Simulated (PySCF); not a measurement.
A structure optimised at PBE0-D3(BJ)/def2-SVP, used in a PySCF frequency run:

```xyz
12

C      1.2360     0.5850    -1.7301
C      1.5302     0.2759    -0.4630
O      0.6890     0.2403     0.5821
B     -0.6322    -0.1773     0.5846
N     -1.1769    -0.9295    -0.4785
O     -1.3225     0.1814     1.7066
H      0.2250     0.8502    -2.0471
H      2.0349     0.6037    -2.4724
H      2.5622     0.0530    -0.1664
H     -2.1127    -1.3063    -0.4854
H     -0.6136    -1.2049    -1.2715
H     -2.2258    -0.1416     1.7184
```

Problem. Write its SMILES and formula.

Solution. C=COB(N)O, C₂H₆BNO₂

Problem. What are its rotational constants (standard atomic weights)?

Solution. 7.2446, 2.5155, 1.9934 GHz
